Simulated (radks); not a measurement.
Coulomb parameter of the 5d shell of neutral platinum in the model configuration [Xe] 4f14 5d8 6s1 6p1, as a second difference U = [E(n + 0.25) + E(n - 0.25) - 2 E(n)] / (0.25)^2 with all orbitals relaxed. "Bare": the charge of the atom changes with n. "Screened": the 6p shell takes up the change at fixed total charge, which measures U(5d,5d) + U(6p,6p) - 2 U(5d,6p). Calculated with a radial shooting solver on a logarithmic mesh with Libxc functionals: Dirac Kohn-Sham, LDA (Slater exchange, Perdew-Wang correlation), spin-unpolarised, spherical densities, finite nucleus; open shells are shared between the two j in proportion to 2j + 1; Fermi nuclear charge, rms radius 5.427 fm.

| case | configuration | E - E(n) (eV) |
|---|---|---|
| start | [Xe] 4f14 5d8 6s1 6p1 | 0.000 |
| bare +0.25 | [Xe] 4f14 5d8.25 6s1 6p1 | -2.249 |
| bare -0.25 | [Xe] 4f14 5d7.75 6s1 6p1 | 2.829 |
| screened +0.25 | [Xe] 4f14 5d8.25 6s1 6p0.75 | -1.867 |
| screened -0.25 | [Xe] 4f14 5d7.75 6s1 6p1.25 | 2.022 |

U(bare) = 9.286 eV, U(screened by 6p) = 2.491 eV, against the Slater integral F0(5d,5d) = 15.041 eV with frozen orbitals. The step up makes a negative ion, whose loosely bound charge lowers the bare value.
